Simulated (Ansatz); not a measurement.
CH8GeO2Si (SMILES C[Si](O)(O)[GeH3]), singlet, at a GFN2-xTB geometry, with bond 13-5 at 2.4 times its length; SC-NEVPT2/STO-3G, CASSCF(6,4) (Ansatz, a program for electronic structure).

Here is a job for Ansatz.
Ansatz 0.2 input:
```yaml
crystal:
  periodic: [false, false, false]
  atoms:
    - {symbol: Si, position_ang: [0.78655105, 0.25157434, 0.28956826]}
    - {symbol: C, position_ang: [2.10496796, -1.04922475, -0.15184540]}
    - {symbol: O, position_ang: [1.04054535, 1.67402897, -0.44360701]}
    - {symbol: O, position_ang: [0.84259501, 0.57605995, 1.89163826]}
    - {symbol: Ge, position_ang: [-1.32843967, -0.36677584, -0.45164084]}
    - {symbol: H, position_ang: [1.83864116, -2.02863202, 0.23693248]}
    - {symbol: H, position_ang: [2.20459148, -1.14430838, -1.22860404]}
    - {symbol: H, position_ang: [3.08082452, -0.78935362, 0.24947680]}
    - {symbol: H, position_ang: [1.71655615, 2.26481818, -0.12069098]}
    - {symbol: H, position_ang: [0.68180611, -0.11237703, 2.52931089]}
    - {symbol: H, position_ang: [-1.99653414, 0.56039050, -1.41401749]}
    - {symbol: H, position_ang: [-2.35389078, -0.55134243, 0.63310156]}
    - {symbol: H, position_ang: [-1.42475280, -3.54196600, -2.15202829]}
basis:
  gaussian:
    orbitals: STO-3G
magnetization: {spin_polarized: false}
correlation: {method: sc_nevpt2, electrons: all, active_space: {window: {electrons: 6, orbitals: 4}}}
```

The log (banner, timings and long lists left out):

```
Functional definition: HF
597 factors; integrals over basis functions are off by at most 3.5e-5 eV
mean field evaluation 1: about -68751.4624 eV, gradient 2.9e1 eV
mean field evaluation 2: about -68751.5551 eV, gradient 2.9e1 eV
mean field evaluation 4: about -68755.2373 eV, gradient 1.3e1 eV
mean field evaluation 8: about -68758.5594 eV, gradient 1.9e-1 eV
mean field evaluation 16: about -68756.9293 eV, gradient 7.1e-1 eV
mean field -68758.55663065 eV, -2526.8303499529 hartree, gradient 2.3e-6 eV, S^2 0.000000; 1 other end points of the search recorded, 0 dependent functions left out; unrestricted orbitals would lower it
reference -68758.55663065 eV, -2526.8303499529 hartree; 38, 38 occupied and 12, 12 virtual orbitals, 597 factors
state -68763.56897934 eV, -2527.0145503695 hartree
state -68763.56897934 eV, -2527.0145503695 hartree; corrected -68768.45218590 eV, -2527.1940049008 hartree
WARN: 2 active orbitals are nearly empty or full. The corrections depend on them more than the energy does, and are more stable in an active space without them
Total energy: -68768.45218590 eV, -2527.1940049008 hartree
```
